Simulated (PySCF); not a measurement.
# Bonding in `CC(C)[P@@](P)(=S)C1CC1`

Compound: C6H14P2S.
SMILES with atom numbers: `[CH3:1][CH:2]([CH3:3])[P@@:4]([PH2:5])(=[S:6])[CH:7]1[CH2:8][CH2:9]1` (hydrogens: H10, H11, H12 on C1; H13 on C2; H14, H15, H16 on C3; H17, H18 on P5; H19 on C7; H20, H21 on C8; H22, H23 on C9)

Structure used (GFN2-xTB), in Å, numbered top down from 1:
```xyz
23
C6H14P2S angstrom
C     -1.7590   -0.8579   -0.8100
C     -1.3447   -0.1407    0.4649
C     -2.3308    0.9547    0.8485
P      0.3312    0.6638    0.3026
P      0.0552    2.0947   -1.3478
S      1.0261    1.3586    1.9834
C      1.3831   -0.6133   -0.4829
C      2.8133   -0.6955   -0.0398
C      1.8467   -1.7453    0.3884
H     -2.7846   -1.2117   -0.7175
H     -1.1181   -1.7142   -1.0071
H     -1.7088   -0.1755   -1.6597
H     -1.2496   -0.8559    1.2921
H     -3.3069    0.5336    1.0810
H     -2.4464    1.6588    0.0215
H     -1.9706    1.4990    1.7217
H     -0.1718    3.1372   -0.4566
H      1.4265    2.3364   -1.3590
H      1.1552   -0.8049   -1.5259
H      3.5617   -0.9382   -0.7790
H      3.1413    0.0107    0.7116
H      1.9113   -2.7327   -0.0443
H      1.5348   -1.7347    1.4240
```

Bond orders from the PBE0/pcSseg-1 density (PySCF). The structure is a single GFN2-xTB conformer in the gas phase; no vibrational or solvent corrections.

Where do the orders between heavy atoms depart from those drawn in the SMILES?

The largest departure is 0.358, at P4–S6 (drawn double, 1.642). Drawn single, order below 0.88: C2–P4 (0.833) and P4–C7 (0.828). Drawn double or triple, more than 0.30 short of the drawn order: P4–S6 (1.642).

Set the Mayer orders of the bonds between heavy atoms beside their lengths.

```csv
bond,drawn as,length (Å),Mayer order
C1–C2,single,1.520,0.999
C2–C3,single,1.523,1.026
C2–P4,single,1.866,0.833
P4–P5,single,2.202,0.924
P4–S6,double,1.947,1.642
P4–C7,single,1.832,0.828
C7–C8,single,1.500,0.949
C8–C9,single,1.490,0.983
C9–C7,single,1.502,0.937
```

By pair of heavy elements: C–C: lowest C9–C7 (0.937, 1.502 Å), highest C2–C3 (1.026, 1.523 Å); in 5 of the 10 pairs the longer bond (by over 0.003 Å) has the higher order (by 0.02 or more). C–P: all 2 within 0.02 of one another (0.828 to 0.833).

And the bonds to hydrogen?

C–H: 0.93 to 0.96 (12 bonds); H–P: 0.93 (2 bonds).

Sum the orders of all bonds at each heavy atom with more than one neighbour and set the sums beside the valence in the SMILES.

C1 3.875 (drawn 4), C2 3.783 (drawn 4), C3 3.895 (drawn 4), P4 4.227 (drawn 5), P5 2.788 (drawn 3), C7 3.640 (drawn 4), C8 3.819 (drawn 4), C9 3.819 (drawn 4). Orders between atoms that aren't bonded are not in these sums.

For a closed shell the Mayer order of atoms A and B is Σ (PS)μν (PS)νμ over the basis functions μ on A and ν on B, with P the density and S the overlap matrix.
